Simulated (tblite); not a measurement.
C₆H₅BrN₂.
SMILES with atom numbers: `[CH2:1]=[N:2][c:3]1[cH:4][n:5][cH:6][c:7]([Br:8])[cH:9]1` (hydrogens: H10, H11 on C1; H12 on C4; H13 on C6; H14 on C9)

Computed with GFN2-xTB (tblite), gas phase: L-BFGS steps from a force-field or distance-geometry start until the largest atomic force falls under 0.01 eV/Å.

Step 1: E = -687.8374 eV
```
atom  x, y, z in Å  |  force x, y, z in eV/Å
C1     -2.7351    0.4201    0.0589   -1.152   0.174   0.942
N2     -1.7898    0.2694   -0.7217    1.740   0.013  -0.683
C3     -0.4698   -0.0253   -0.3812   -0.046  -0.191   0.412
C4     -0.1025   -1.3529   -0.0535   -0.044   0.591  -0.039
N5      1.1326   -1.6600    0.2881    0.156  -0.378  -0.031
C6      2.1049   -0.7637    0.3201   -0.032   0.273  -0.007
C7      1.8542    0.5734   -0.0019   -0.335  -0.527  -0.074
Br8     3.2732    1.8501    0.0672   -0.242  -0.085  -0.045
C9      0.5619    0.9363   -0.3539   -0.357  -0.331  -0.083
H10    -2.6749    0.3630    1.1657    0.028   0.040  -0.423
H11    -3.7259    0.6384   -0.3558    0.394  -0.144   0.121
H12    -0.8796   -2.1318   -0.0637    0.668   0.272   0.070
H13     3.1201   -1.0666    0.6141   -0.687  -0.105  -0.114
H14     0.3299    1.9493   -0.6046   -0.090   0.397  -0.048
```

Step 2: E = -687.8826 eV
```
atom  x, y, z in Å  |  force x, y, z in eV/Å
C1     -2.7449    0.4215    0.0651    0.666  -0.117  -0.336
N2     -1.7698    0.2710   -0.7257   -0.404   0.297   0.461
C3     -0.4755   -0.0262   -0.3762    0.469  -0.090   0.431
C4     -0.0962   -1.3496   -0.0515   -0.241   0.448  -0.047
N5      1.1334   -1.6607    0.2862    0.137  -0.487   0.009
C6      2.1014   -0.7649    0.3205    0.055   0.280  -0.015
C7      1.8508    0.5659   -0.0027   -0.462  -0.203  -0.147
Br8     3.2696    1.8490    0.0665   -0.270  -0.123  -0.047
C9      0.5564    0.9345   -0.3559   -0.126  -0.205  -0.035
H10    -2.6744    0.3636    1.1608    0.028   0.019  -0.246
H11    -3.7201    0.6362   -0.3536    0.113  -0.070  -0.026
H12    -0.8698   -2.1271   -0.0628    0.569   0.185   0.065
H13     3.1096   -1.0677    0.6122   -0.473  -0.150  -0.055
H14     0.3287    1.9541   -0.6050   -0.061   0.216  -0.014
```

Step 3: E = -687.9158 eV
```
atom  x, y, z in Å  |  force x, y, z in eV/Å
C1     -2.7403    0.4205    0.0633    0.468  -0.059  -0.235
N2     -1.7652    0.2762   -0.7211   -0.237   0.186   0.258
C3     -0.4718   -0.0279   -0.3673    0.143   0.159   0.256
C4     -0.0963   -1.3415   -0.0510    0.165  -0.011   0.125
N5      1.1358   -1.6681    0.2853    0.024  -0.150  -0.057
C6      2.1003   -0.7616    0.3205   -0.242  -0.135  -0.028
C7      1.8424    0.5590   -0.0053   -0.275   0.120  -0.144
Br8     3.2638    1.8467    0.0655   -0.291  -0.140  -0.054
C9      0.5517    0.9307   -0.3574   -0.008   0.239  -0.061
H10    -2.6737    0.3641    1.1546    0.036  -0.009  -0.086
H11    -3.7153    0.6340   -0.3529    0.073  -0.045  -0.069
H12    -0.8563   -2.1220   -0.0613    0.353   0.061   0.049
H13     3.0971   -1.0705    0.6104   -0.186  -0.165   0.012
H14     0.3272    1.9597   -0.6054   -0.022  -0.051   0.035
```

Step 4: E = -687.9389 eV
```
atom  x, y, z in Å  |  force x, y, z in eV/Å
C1     -2.7324    0.4194    0.0605    0.073   0.029  -0.057
N2     -1.7579    0.2838   -0.7151    0.007   0.042  -0.023
C3     -0.4694   -0.0255   -0.3543    0.031   0.201   0.098
C4     -0.0895   -1.3358   -0.0469    0.099  -0.090   0.118
N5      1.1381   -1.6757    0.2827    0.007  -0.079  -0.033
C6      2.0923   -0.7635    0.3200   -0.189  -0.083  -0.068
C7      1.8300    0.5547   -0.0104    0.010   0.176  -0.053
Br8     3.2522    1.8417    0.0633   -0.256  -0.129  -0.057
C9      0.5464    0.9335   -0.3606    0.050   0.335  -0.015
H10    -2.6723    0.3645    1.1471    0.048  -0.043   0.097
H11    -3.7083    0.6308   -0.3530    0.044  -0.020  -0.111
H12    -0.8364   -2.1157   -0.0591    0.064  -0.131   0.032
H13     3.0813   -1.0763    0.6089    0.048  -0.151   0.058
H14     0.3254    1.9638   -0.6051   -0.036  -0.057   0.016
```

Task: Estimate the geometry and energy of step 5. (The exact step hangs on the optimiser's Hessian estimate; all steps are aligned on step 4, rigid shifts and turns removed.)

Result: E = -687.9461 eV, largest force 0.195 eV/Å
```
atom  x, y, z in Å  |  force x, y, z in eV/Å
C1     -2.7290    0.4196    0.0589   -0.039   0.046   0.034
N2     -1.7540    0.2875   -0.7136    0.078  -0.002  -0.080
C3     -0.4674   -0.0218   -0.3473    0.020   0.125   0.035
C4     -0.0863   -1.3340   -0.0437    0.019  -0.052   0.083
N5      1.1394   -1.6809    0.2812   -0.025  -0.008  -0.029
C6      2.0868   -0.7645    0.3186   -0.014  -0.052  -0.047
C7      1.8254    0.5551   -0.0131    0.072   0.107  -0.004
Br8     3.2433    1.8375    0.0615   -0.172  -0.076  -0.053
C9      0.5449    0.9392   -0.3620    0.057   0.159   0.042
H10    -2.6709    0.3639    1.1456    0.045  -0.048   0.102
H11    -3.7046    0.6291   -0.3549    0.026  -0.009  -0.120
H12    -0.8274   -2.1154   -0.0576   -0.047  -0.168   0.022
H13     3.0754   -1.0811    0.6091    0.041  -0.095   0.037
H14     0.3238    1.9652   -0.6049   -0.060   0.074  -0.022
```

The energy changes by -0.0072 eV. The first-order estimate −F·Δx gives -0.0105 eV and the mean of the old and new forces, exact on a quadratic surface, -0.0072 eV. The step makes an angle of 48° with the force vector and moves no atom by more than 0.010 Å.

The cost below is that of the whole relaxation. Hardware: one thread, Arm Neoverse V1 (aarch64), shared host. Cost: 0.51 s wall.
